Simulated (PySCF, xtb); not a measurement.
W(NH)2(Br)(SH) (BrH₃N₂SW), SMILES [NH]=[W](=[NH])([SH])[Br], multiplicity 1. One conformer was computed; it need not be the lowest.

Harmonic wavenumbers (cm⁻¹) from GFN2-xTB in xtb at its own minimum, in rising order: 88, 124, 153, 160, 210, 226, 246, 294, 495, 533, 629, 634, 645, 885, 921, 2341, 3323, 3333.

Problem. What does r2SCAN-D4/def2-SVP (PySCF) give at its own minimum? (Estimate from the structure and the level; the computed values follow.)

Solution. 91, 140, 179, 194, 256, 296, 311, 385, 424, 622, 627, 662, 709, 976, 1016, 2673, 3609, 3616. Paired by order, the mean absolute difference is 94 cm⁻¹ and the zero-point energies are 21.8 and 24.0 kcal/mol.
